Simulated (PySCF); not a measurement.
How methods differ on the excitation energy of Ag+

Ag+ [Kr] 4d10 (1S) → Ag+ [Kr] 4d9 5p1 (high-spin determinant), as a difference of total energies. Computed with PySCF 2.14 in ANO-RCC-VTZP, with scalar relativity by spin-free X2C-1e. Correlated levels: valence: [Kr] frozen. The calculations carry no spin-orbit coupling.

```csv
method,excitation energy (eV)
UHF,9.255
MP2 (valence),10.590
SCS-MP2 (valence),10.525
CCSD (valence),10.273
CCSD(T) (valence),10.331
```

**Question.** How much does correlation contribute at CCSD(T) (valence)?

**Answer.** 10.331 − (9.255) = 1.076 eV, measured against UHF.

A first-order spin-orbit estimate (lowest level to lowest level, LS coupling) adds -0.150 eV.

The basis was made for the ground configuration and has no added diffuse functions, so the excitation energy can come out too high.

The determinant of the upper state mixes LS terms, which raises its energy above the lowest term, most at the Hartree-Fock and MP2 levels.
